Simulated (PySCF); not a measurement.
## Basis and Hamiltonian dependence of the excitation energy of Zn²⁺

Zn²⁺ [Ar] 3d10 (1S) → Zn²⁺ [Ar] 3d9 4s1 (3D). Calculated with PySCF 2.14 from differences of total energies of unrestricted determinants, without spin-orbit coupling. Values in eV.

| basis | Hamiltonian | functions | UHF | LDA | PBE0 | MP2 (valence) | CCSD(T) (valence) | CCSD(T) (valence and next inner shell) |
| --- | --- | --- | --- | --- | --- | --- | --- | --- |
| aug-cc-pVDZ-PP with ECP10MDF | ECP | 54 | 8.522 | 10.146 | 9.691 | 10.664 | 10.154 | n/a |
| x2c-TZVPPall | spin-free X2C | 64 | 8.099 | 9.802 | 9.339 | 10.241 | 9.727 | 9.759 |
| def2-TZVPPD | non-relativistic | 67 | 8.862 | 10.587 | 10.117 | 11.043 | 10.540 | 10.579 |
| aug-cc-pwCVDZ-PP with ECP10MDF | ECP | 70 | 8.105 | 9.770 | 9.306 | 10.314 | 9.792 | 9.731 |
| x2c-TZVPPall with one added diffuse shell each of s, p, d, f type | spin-free X2C | 80 | 8.090 | 9.781 | 9.322 | 10.221 | 9.699 | 9.733 |
| aug-cc-pVTZ-DK | spin-free X2C | 93 | 8.022 | 9.648 | 9.188 | 10.155 | 9.626 | n/a |
| def2-QZVPPD | non-relativistic | 100 | 8.738 | 10.392 | 9.932 | 10.877 | 10.355 | n/a |
| dyall-av2z | non-relativistic | 101 | 8.847 | 10.571 | 10.097 | 10.892 | 10.393 | n/a |
| x2c-QZVPPall | spin-free X2C | 108 | 7.996 | 9.639 | 9.182 | 10.147 | n/a | n/a |
| aug-cc-pVTZ-PP with one added diffuse shell each of s, p, d, f, g type with ECP10MDF | ECP | 113 | 8.012 | 9.591 | 9.144 | 10.183 | n/a | n/a |
| aug-cc-pwCVTZ-PP with ECP10MDF | ECP | 122 | 7.992 | 9.583 | 9.134 | 10.201 | n/a | n/a |
| aug-cc-pwCVTZ-DK | spin-free X2C | 127 | 8.000 | 9.633 | 9.177 | 10.162 | n/a | n/a |
| aug-cc-pVQZ-PP with ECP10MDF | ECP | 135 | 7.995 | 9.572 | 9.128 | 10.234 | n/a | n/a |
| aug-cc-pVQZ-DK | spin-free X2C | 140 | 7.997 | 9.625 | 9.168 | 10.199 | n/a | n/a |

Frozen in the all-electron rows: valence: [Ar]; valence and next inner shell: [Ne]; with a core potential, the same shells as far as they lie outside it.

At UHF, aug-cc-pVDZ-PP with ECP10MDF lies more than 0.3 eV from the median of the rows with comparable relativity.

Non-relativistic rows lack the scalar-relativistic shift.
